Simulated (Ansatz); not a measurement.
# A ladder of methods for C2F6 (hexafluoroethane)

C2F6: 8 atoms, total charge 0, spin state singlet. SMILES: `FC(F)(F)C(F)(F)F`. Geometry: optimised at PBE0/def2-SVP.

| atom | x (Å) | y (Å) | z (Å) |
| --- | --- | --- | --- |
| F | 1.0615 | -0.7642 | 1.1513 |
| C | 0.6596 | -0.3955 | -0.0546 |
| F | 1.5912 | 0.3629 | -0.6105 |
| F | 0.4746 | -1.4735 | -0.7999 |
| C | -0.6596 | 0.3955 | 0.0546 |
| F | -0.4733 | 1.4761 | 0.7958 |
| F | -1.0641 | 0.7599 | -1.1518 |
| F | -1.5898 | -0.3612 | 0.6151 |

Quantity: the dissociation energy of the C5–C2 bond into doublet CF3 and doublet CF3 (shapes relaxed at PBE0/def2-SVP, no zero-point term), in eV. The values are calculated.

| level | kind | program | value (eV) |
| --- | --- | --- | --- |
| HF/def2-SVP | Hartree–Fock | Ansatz | 3.25 |
| SVWN5/def2-SVP | LDA | Ansatz | 5.02 |
| PBE/def2-SVP | GGA | Ansatz | 4.20 |
| B3LYP/def2-SVP | global hybrid | Ansatz | 4.12 |
| CAM-B3LYP/def2-SVP | range-separated hybrid | Ansatz | 4.31 |
| wB97M-V/def2-SVP | range-separated hybrid | Ansatz | 4.66 |
| B2PLYP/def2-SVP | double hybrid | Ansatz | 4.22 |
| MP2/def2-SVP | perturbation theory | Ansatz | 4.37 |

The values span 3.25 to 5.02 eV. Hartree–Fock misses the correlation of the electron pair that is broken and comes out low. Measured bond enthalpies also hold zero-point and thermal terms, a few tenths of an eV less.
